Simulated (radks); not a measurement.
Results of a calculation; reference values are marked as such.
Ne X, configuration 1s1 (the NIST ground configuration). Level of theory: non-relativistic Kohn-Sham, MS2 meta-GGA, spin-unpolarised, spherical densities, point nucleus; meta-GGA in the generalised Kohn-Sham scheme; without spin polarisation the odd electron is poorly described (a radial shooting solver on a logarithmic mesh with Libxc functionals).

Radial electron density D(r) = 4 pi r^2 rho(r):

| r (bohr) | D(r) (e/bohr) |
|---|---|
| 0.01153 | 0.4177 |
| 0.01342 | 0.5451 |
| 0.01562 | 0.7068 |
| 0.01819 | 0.9100 |
| 0.02117 | 1.162 |
| 0.02465 | 1.469 |
| 0.02869 | 1.836 |
| 0.0334 | 2.264 |
| 0.03889 | 2.749 |
| 0.04527 | 3.279 |
| 0.0527 | 3.830 |
| 0.06135 | 4.367 |
| 0.07142 | 4.840 |
| 0.08315 | 5.191 |
| 0.0968 | 5.358 |
| 0.1127 | 5.291 |
| 0.1301 | 4.986 |
| 0.1515 | 4.419 |
| 0.1764 | 3.655 |
| 0.2053 | 2.790 |
| 0.239 | 1.940 |
| 0.2783 | 1.210 |
| 0.324 | 0.6658 |
| 0.3771 | 0.3163 |
| 0.4391 | 0.1267 |
| 0.5111 | 0.04160 |
| 0.595 | 0.01084 |

D(r) has 1 maximum, at r = 0.101 bohr.
